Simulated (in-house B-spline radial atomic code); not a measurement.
# Solving the quasi-particle equation for 5s up of the cadmium ion Cd⁺

Configuration [Kr] 4d10 5s1, highest spin, start PBE; correlation leaves out the 3 deepest shells. Computed with a B-spline radial code for spherical atoms: all electrons, scalar-relativistic (spin-free one-electron X2C), finite nucleus, each spin shell either full or empty, empty states to l = 9 with an (l + 1/2)⁻⁴ tail; G0W0 by contour deformation at full frequency.

RPA overbinds a lone outer s electron by self-correlation, and G0W0 tends to as well.

At the mean-field level ε = -13.464 eV the matrix elements are Σx = -13.209 eV, v_xc = -10.736 eV and Σc(ε) = -1.889 eV, and the slope of the correlation self-energy is dΣc/dω = -0.0754. The quasi-particle energy solves E = ε + Σx − v_xc + Σc(E).

**Question.** What does the linearised equation give?

**Answer.** Z = 1/(1 − dΣc/dω) = 1/1.0754 = 0.9299. The first-order shift is Σx − v_xc + Σc(ε) = -13.209 − (-10.736) + (-1.889) = -4.362 eV, so E ≈ ε + Z × shift = -13.464 + 0.9299 × (-4.362) = -17.520 eV.

**Question.** How does that compare with the full solution and with static screening?

**Answer.** Solving the equation at full frequency dependence gives E = -17.519 eV, where Σc = -1.582 eV and the weight is 0.924; the linearised value is off by 1 meV. Leaving Z out would give -17.826 eV. Static COHSEX puts -3.287 eV in place of Σc and gives -19.224 eV, 1.70 eV deeper. The tabulated removal energy is 16.908 eV (NIST, measured); the run leaves out spin-orbit coupling, Breit and QED terms.
